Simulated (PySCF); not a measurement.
ZnH, SMILES [ZnH+] (connectivity only; charge and spin as stated), charge +1, multiplicity 1.

Geometry optimised at PBE-D3(BJ)/def2-TZVPD. The spin state was assumed, not searched.

All values below come from TDDFT-M06-2X/def2-TZVPD run with PySCF 2.14.0.

Vertical excitations; the highest root listed may be one member of a degenerate set. The molecule is in vacuum. State labels are in the subgroup C2v.

```csv
state,symmetry,energy (eV),λ (nm),f,main pairs
S1,A1,5.96,208,0.301,HOMO→LUMO 99 %
S2,B1,8.66,143,0.347,HOMO→LUMO+1 (degenerate set)
S3,B2,8.66,143,0.347,HOMO→LUMO+2 (degenerate set)
S4,B2,10.76,115,0.027,HOMO−1→LUMO (degenerate set)
S5,B1,10.76,115,0.027,HOMO−2→LUMO (degenerate set)
S6,A1,10.81,115,0.000,HOMO−4→LUMO (degenerate set)
S7,A2,10.81,115,0.000,HOMO−3→LUMO (degenerate set)
S8,A1,11.22,111,0.109,HOMO−5→LUMO 93 %
S9,A1,12.46,99,0.042,"HOMO→LUMO+3 63 %, HOMO→LUMO+7 29 %"
S10,A1,12.94,96,0.105,HOMO→LUMO+4 92 %
T1,A1,3.28,378,0,HOMO→LUMO 97 %
T2,B2,7.38,168,0,HOMO→LUMO+2 (degenerate set)
T3,B1,7.38,168,0,HOMO→LUMO+1 (degenerate set)
T4,B1,10.25,121,0,HOMO−2→LUMO 97 %
```
Triplets are in the Tamm–Dancoff approximation, which puts them higher than full response would, so one can lie above its singlet here.
